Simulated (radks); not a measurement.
Results of a calculation; reference values are marked as such.
Effect of the nuclear size on the samarium ion Sm14+, [Kr] 4d10 4f1 5s1. Level of theory: Dirac Kohn-Sham, relativistic LDA (MacDonald-Vosko exchange, VWN5 correlation), spin-unpolarised, spherical densities, finite nucleus; open shells are shared between the two j in proportion to 2j + 1; Fermi nuclear charge, rms radius 5.0819 fm (a radial shooting solver on a logarithmic mesh with Libxc functionals). The rms radius is varied about that value; shifts are against it.

| rms radius (fm) | total energy shift (eV) | density at nucleus (e/bohr^3) | 1s1/2 shift (meV) | 2s1/2 shift (meV) | 4p1/2 shift (meV) | 5s1/2 shift (meV) | 4f7/2 shift (meV) | 5p1/2 (empty) shift (meV) | 6s1/2 (empty) shift (meV) |
|---|---|---|---|---|---|---|---|---|---|
| 4.5127 | -3.51 | 5.415e+05 | -1440 | -183 | 0.380 | -2.60 | 0.383 | 0.145 | -1.07 |
| 4.8176 | -1.67 | 5.331e+05 | -687 | -86.9 | 0.181 | -1.24 | 0.182 | 0.069 | -0.509 |
| 5.0819 | 0 | 5.264e+05 | 0.000 | 0.000 | 0.000 | 0.000 | 0.000 | 0.000 | 0.000 |
| 5.3716 | 1.91 | 5.195e+05 | 785 | 99.4 | -0.206 | 1.42 | -0.208 | -0.078 | 0.582 |
| 5.8086 | 4.94 | 5.099e+05 | 2030 | 257 | -0.533 | 3.66 | -0.539 | -0.203 | 1.51 |

Slopes of the eigenvalues against <r^2> in GHz/fm^2, as finite differences over the two radii next to the reference (eigenvalue slopes, not the field-shift constants of lines): 1s1/2 63000, 2s1/2 7980, 4p1/2 -16.6, 5s1/2 114, 4f7/2 -16.7, 5p1/2 (empty) -6.31, 6s1/2 (empty) 46.7.
